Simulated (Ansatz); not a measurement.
The cluster Mg₂Zn⁻, relaxed as a quartet with UKS PBE0/def2-TZVPD in Ansatz, starting from the PBE0/def2-TZVPD geometry of the charge -1 doublet. Force threshold 0.02 eV/Å.

The highest occupied level of the charge -1 quartet lies above zero (up to 0.34 eV). It is a level of α spin, whose loss leaves a triplet; that state wasn't run at this geometry and level. The electron is either unbound and held by the finite basis, or the level is raised by self-interaction error. The relaxation made no stability test and no search for a lower SCF solution. At PBE0/def2-TZVPD a doublet of charge -1 lies 1.18 eV below the quartet, each at its own geometry. The structure comes from a short search, and lower isomers may exist.

Start:

```xyz
3

Mg    0.000    1.546    0.780
Mg   -0.883   -0.367   -1.444
Zn    0.882   -1.179    0.664
```

(1) Estimate the energy that the relaxation releases and the steps that it takes.

(2) Does the start keep its bonding and symmetry?

(3) Predict the relaxed structure.

## Answers

(1) 9.0 kJ/mol, in 10 steps; 21 s on 4 threads of Arm Neoverse V2 on a shared host. The force fell under the threshold at step 5, but the optimiser went on and released 0.003 eV more. No frequencies were taken in this run, so the end may be a saddle point.

(2) By distances, no bond broke or formed. The bond that changes most is Mg1–Zn3, from 2.87 to 3.20 Å (atoms count from 1). Point group C2v at the start, Cs at the end, both within 0.05 Å.

(3) 
```xyz
3

Mg   -0.128    1.657    0.652
Mg   -0.778   -0.291   -1.256
Zn    0.906   -1.366    0.604
```
Bond lengths (bridged metal pairs left out): 1 × Mg–Mg 2.80 Å; 1 × Mg–Zn 2.73 Å.
